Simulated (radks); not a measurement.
Values are calculated unless marked as measured or tabulated.
Problem. All-electron atom: Au4+ in [Xe] 4f14 5d7. Code: a radial shooting solver on a logarithmic mesh with Libxc functionals. Model: Dirac Kohn-Sham, BLYP, spin-unpolarised, spherical densities, finite nucleus; open shells are shared between the two j in proportion to 2j + 1; Fermi nuclear charge, rms radius 5.4371 fm. Some entries of the table are withheld. Estimate them.

orbital,occ.,eigenvalue (Ry),<r> (bohr),r(max) (bohr)
1s1/2,2,-5929.161,0.01687,0.01042
2s1/2,2,-1048.597,0.07047,(1)
2p1/2,2,-1006.068,0.05798,0.04446
2p3/2,4,-871.1241,0.06653,0.05183
3s1/2,2,-250.4241,0.1833,0.1699
3p1/2,2,-231.2215,0.1736,0.1586
3p3/2,4,-201.4445,0.1893,0.1736
3d3/2,4,-169.4278,(2),0.1352
3d5/2,6,-163.0266,(3),0.1393
4s1/2,2,-57.36401,0.4070,0.3832
4p1/2,2,(4),0.4093,(5)
4p3/2,4,(6),0.4434,(7)
4d3/2,4,-28.56167,(8),(9)
4d5/2,6,-27.23096,(10),(11)
5s1/2,2,-11.76093,0.9215,0.8472
4f5/2,6,-9.97278,0.4944,0.3731
4f7/2,8,-9.69207,0.5013,0.3776
5p1/2,2,-9.07066,0.9908,0.8938
5p3/2,4,-7.81603,1.081,0.9716
5d3/2,2.8,-4.11513,1.365,1.152
5d5/2,4.2,-3.96863,1.404,1.184

Solution. 
(1) 2s1/2 r(max) (bohr): 0.06039
(2) 3d3/2 <r> (bohr): 0.1648
(3) 3d5/2 <r> (bohr): 0.1696
(4) 4p1/2 eigenvalue (Ry): -49.16039
(5) 4p1/2 r(max) (bohr): 0.3813
(6) 4p3/2 eigenvalue (Ry): -42.01590
(7) 4p3/2 r(max) (bohr): 0.4122
(8) 4d3/2 <r> (bohr): 0.4519
(9) 4d3/2 r(max) (bohr): 0.4051
(10) 4d5/2 <r> (bohr): 0.4630
(11) 4d5/2 r(max) (bohr): 0.4146
